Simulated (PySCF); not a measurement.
GaH3OSe2, SMILES [OH][Ga]([SeH])[SeH]. Atoms are numbered in the order given.

```xyz
7

Ga    -0.5466     0.0040     0.0000
O     -2.3314     0.1252     0.0000
H     -2.8127    -0.7119     0.0000
Se     0.5060    -2.0933     0.0000
H      1.8470    -1.4781     0.0000
Se     0.5148     2.0817     0.0000
H      1.8548     1.4626     0.0000
```
Charge 0, spin multiplicity 1.

Geometry: B3LYP-D3(BJ)/def2-SVP. The values are those of a single conformer.

Two levels are set side by side: PBE/pcSseg-1 (PySCF) and HF/pcSseg-1 (PySCF). GIAO shifts against H2O (¹⁷O), Me2Se (⁷⁷Se), TMS (¹H) at the same level; non-relativistic, no solvent, atoms listed together averaged. Differences are taken from unrounded values.

```csv
quantity,HF
δ(¹⁷O) of O2 (ppm),45.3
δ(¹H) of H3 (ppm),2.48
```

**Question.** What does PBE give, and how far is it from HF? (Estimate from the structure and the level; the computed values follow.)

**Answer.** 
| quantity | PBE | PBE minus HF |
|---|---|---|
| δ(¹⁷O) of O2 (ppm) | 122.3 | 77.0 |
| δ(¹H) of H3 (ppm) | 3.54 | 1.05 |

Rough cost on one machine, each run with all the roots and properties that it gave: HF against PBE within a factor of 2.
